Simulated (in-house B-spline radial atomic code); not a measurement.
Results of a calculation; reference values are marked as such.
## Weak and strong correlation along the adiabatic connection

Two-electron singlets in several external potentials (atomic units), by full CI in B-splines with partial waves to l = 8 (correlation energies up to 0.6 % small). The repulsion is scaled by λ at fixed density; W(λ) is the mean repulsion less the Hartree energy, W(0) = E_x, and the area under W from 0 to 1 is E_xc.

One system gave this curve:

```tsv
λ	W (hartree)
0	-0.32853
0.02	-0.33051
0.05	-0.33338
0.12	-0.33963
0.25	-0.34973
0.4	-0.35942
0.6	-0.36983
0.8	-0.37812
1	-0.38485
1.4	-0.39513
2	-0.40564
3	-0.41658
4.5	-0.42616
7	-0.43504
10	-0.44112
```

Question: Which system is it?
A. −Z/r, Z = 3.5
B. −Z exp(−kr)/r, Z = 8.75, k = 2.01
C. ω²r²/2 − Z/r, ω = 0.0381, Z = 2
D. −V exp(−r²/w²), V = 1.62, w = 7.27

Answer: D. The exchange energy sets the size: −V exp(−r²/w²), V = 1.62, w = 7.27: E_x = -0.329, E_c = -0.0337; −Z exp(−kr)/r, Z = 8.75, k = 2.01: E_x = -5.02, E_c = -0.0457; −Z/r, Z = 3.5: E_x = -1.96, E_c = -0.0438; ω²r²/2 − Z/r, ω = 0.0381, Z = 2: E_x = -1.03, E_c = -0.042 hartree.
